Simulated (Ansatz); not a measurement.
Geometry optimisation, RKS B3LYP/6-31G in Ansatz 0.2.0.

The input (input.yaml):

```yaml
crystal:
  periodic: [false, false, false]
  atoms:
    - { symbol: C, position_ang: [1.5656, -0.1576, 1.303] }
    - { symbol: C, position_ang: [0.9548, -1.1464, 0.3176] }
    - { symbol: Si, position_ang: [0.0593, -0.469, -1.2076] }
    - { symbol: Si, position_ang: [1.21087, -0.96427, -3.05747] }
    - { symbol: O, position_ang: [1.39466, -2.5538, -3.3599] }
    - { symbol: H, position_ang: [2.2366, 0.5677, 0.7992] }
    - { symbol: H, position_ang: [2.0595, -0.6133, 2.1201] }
    - { symbol: H, position_ang: [0.7627, 0.524, 1.716] }
    - { symbol: H, position_ang: [0.2761, -1.7878, 0.9022] }
    - { symbol: H, position_ang: [1.7902, -1.7733, 0.0015] }
    - { symbol: H, position_ang: [-0.10601, 0.97454, -1.03] }
    - { symbol: H, position_ang: [-1.30326, -1.1223, -1.24803] }
    - { symbol: H, position_ang: [0.56654, -0.36616, -4.3465] }
    - { symbol: H, position_ang: [2.63898, -0.35204, -3.03615] }
    - { symbol: H, position_ang: [0.81207, -2.94531, -4.00586] }
basis:
  gaussian: { orbitals: "6-31G" }
hamiltonian:
  xc: b3lyp
relax:
  f_tol: 0.015
  max_steps: 40
output:
  orbitals: {}
```

Run as:

```bash
$ ansatz run input.yaml --threads 1 --pin off --max-ram 2048MiB --backend cpu --events-out ev --progress --plain --runs-dir out
```

Q: Where does it end, and by what steps?

A: It converged. Limits of this set-up: no polarisation functions. After 17 steps the energy has fallen by 0.685 eV; H6 moved furthest, 1.03 Å.

```json
{"step": "0", "energy less start (eV)": "0.0000", "largest force component (eV/Å)": "4.202", "accepted": "yes"}
{"step": "1", "energy less start (eV)": "-0.5224", "largest force component (eV/Å)": "1.931", "accepted": "yes"}
{"step": "2", "energy less start (eV)": "-0.6086", "largest force component (eV/Å)": "0.312", "accepted": "yes"}
{"step": "3", "energy less start (eV)": "-0.6314", "largest force component (eV/Å)": "0.111", "accepted": "yes"}
{"step": "4", "energy less start (eV)": "-0.6347", "largest force component (eV/Å)": "0.514", "accepted": "yes"}
{"step": "5", "energy less start (eV)": "-0.6500", "largest force component (eV/Å)": "0.146", "accepted": "yes"}
{"step": "6", "energy less start (eV)": "-0.6586", "largest force component (eV/Å)": "0.052", "accepted": "yes"}
{"step": "7", "energy less start (eV)": "-0.6614", "largest force component (eV/Å)": "0.249", "accepted": "yes"}
{"step": "8", "energy less start (eV)": "-0.6694", "largest force component (eV/Å)": "0.117", "accepted": "yes"}
{"step": "9", "energy less start (eV)": "-0.6704", "largest force component (eV/Å)": "0.103", "accepted": "yes"}
{"step": "10", "energy less start (eV)": "-0.6762", "largest force component (eV/Å)": "0.071", "accepted": "yes"}
{"step": "11", "energy less start (eV)": "-0.6751", "largest force component (eV/Å)": "0.291", "accepted": "no"}
{"step": "12", "energy less start (eV)": "-0.6808", "largest force component (eV/Å)": "0.068", "accepted": "yes"}
{"step": "13", "energy less start (eV)": "-0.6824", "largest force component (eV/Å)": "0.109", "accepted": "yes"}
{"step": "14", "energy less start (eV)": "-0.6835", "largest force component (eV/Å)": "0.070", "accepted": "yes"}
{"step": "15", "energy less start (eV)": "-0.6842", "largest force component (eV/Å)": "0.054", "accepted": "yes"}
{"step": "16", "energy less start (eV)": "-0.6850", "largest force component (eV/Å)": "0.032", "accepted": "yes"}
{"step": "17", "energy less start (eV)": "-0.6851", "largest force component (eV/Å)": "0.014", "accepted": "yes"}
```

```xyz
15
Properties=species:S:1:pos:R:3
C 1.803 -0.253 0.966
C 0.667 -1.189 0.509
Si -0.181 -0.629 -1.137
Si 1.282 -0.668 -3.011
O 1.833 -2.282 -3.400
H 2.610 -0.207 0.225
H 2.243 -0.600 1.909
H 1.439 0.769 1.125
H -0.113 -1.246 1.280
H 1.046 -2.210 0.372
H -0.695 0.781 -0.982
H -1.372 -1.507 -1.434
H 0.597 -0.029 -4.198
H 2.553 0.077 -2.739
H 1.206 -2.992 -3.616
```

Whether the end is a true minimum wasn't checked by a vibrational analysis.

Run time: 2.3 min on 1 CPU thread of a shared host.
